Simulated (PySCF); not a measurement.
# How methods differ on the electron affinity of Rb

Rb- [Kr] 5s2 (1S) → Rb [Kr] 5s1 (2S), as a difference of total energies. All numbers are calculated (PySCF 2.14, a scalar-relativistic core potential, in def2-QZVPPD with the def2 core potential (28 electrons) (7s5p4d3f, 63 functions)). Correlated levels: valence and next inner shell: nothing frozen outside the core potential. The calculations carry no spin-orbit coupling.

```json
{"method": "UHF", "electron affinity (eV)": "-0.125"}
{"method": "MP2 (valence and next inner shell)", "electron affinity (eV)": "0.315"}
{"method": "SCS-MP2 (valence and next inner shell)", "electron affinity (eV)": "0.374"}
{"method": "CCSD (valence and next inner shell)", "electron affinity (eV)": "0.422"}
{"method": "CCSD(T) (valence and next inner shell)", "electron affinity (eV)": "0.459"}
```

Errors of the correlated levels include the incompleteness of this basis.

A negative affinity means that the anion lies above the atom at that level of theory.

The coupled-cluster amplitudes are large for Rb- (T1 above 0.03 or a double amplitude above 0.15), so a single reference is strained.

For comparison: 0.486 eV (measured; photodetachment measurements, as compiled on the Wikipedia data page of electron affinities).
